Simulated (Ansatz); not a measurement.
Cost and result up the ladder for Al(PF3)Cl3 (AlPCl3F3) (8 atoms). Total charge 0; singlet. Geometry: PBE-D4/def2-SVP.

Cartesian coordinates in Å:
```
Al -0.302 1.333 0.476
P 0.222 -0.978 -0.350
F -0.358 -2.204 0.485
F 1.756 -1.393 -0.445
F -0.273 -1.366 -1.813
Cl 0.752 2.356 -1.044
Cl 0.605 1.101 2.371
Cl -2.403 1.152 0.319
```

Ansatz on 4 threads of Intel Xeon on a shared host. Times are rough, and most runs start from the orbitals of an earlier one. ωB97M-V/def2-TZVP serves as the yardstick here, not as an exact answer. Differences are given only for rows in sets of like size (and for xTB, whose basis is part of the method), since another set adds its own error. Binding counts from free atoms at the same level (Al doublet, P quartet, F doublet, Cl doublet; other spins of the atoms weren't run), without zero-point energy or a counterpoise term.

B3LYP takes the VWN-RPA correlation. Correlated methods freeze 28 core orbitals. The rows differ in basis, and correlated rows in double-zeta sets carry the largest basis error.

Correlated methods converge slowly with the basis, most of all in double-zeta sets.

```csv
level,functions,wall time
HF/6-31G,92,1.1 s
PBE-D4/def2-SVP,132,1.7 s
B3LYP-D4/6-31G,92,1.8 s
PBE0-D4/def2-SVP,132,2.7 s
PBE-D4/def2-TZVP,278,3.5 s
revPBE-D4/def2-TZVP,278,3.5 s
r2SCAN-D4/def2-TZVP,278,5.5 s
MP2/def2-TZVP,278,7 s
HF/def2-TZVP,278,8 s
RPA@PBE/def2-TZVP,278,8.5 s
PBE0-D4/def2-TZVP (with forces),278,11 s
CCSD(T)/def2-SVP,132,15 s
ωB97M-V/def2-TZVP,278,16 s
```

Question: Estimate what each level gives for the binding energy per atom (eV).

Answer: 
| level | binding energy per atom (eV) | difference from ωB97M-V/def2-TZVP (eV) |
| --- | --- | --- |
| HF/6-31G | 1.51 | – |
| PBE-D4/def2-SVP | 3.75 | – |
| B3LYP-D4/6-31G | 2.72 | – |
| PBE0-D4/def2-SVP | 3.58 | – |
| PBE-D4/def2-TZVP | 3.79 | 0.06 |
| revPBE-D4/def2-TZVP | 3.65 | -0.07 |
| r2SCAN-D4/def2-TZVP | 3.73 | 0.00 |
| MP2/def2-TZVP | 3.74 | 0.02 |
| HF/def2-TZVP | 2.58 | -1.15 |
| RPA@PBE/def2-TZVP | 3.23 | -0.49 |
| PBE0-D4/def2-TZVP (with forces) | 3.65 | -0.07 |
| CCSD(T)/def2-SVP | 3.26 | – |
| ωB97M-V/def2-TZVP | 3.72 | 0.00 |
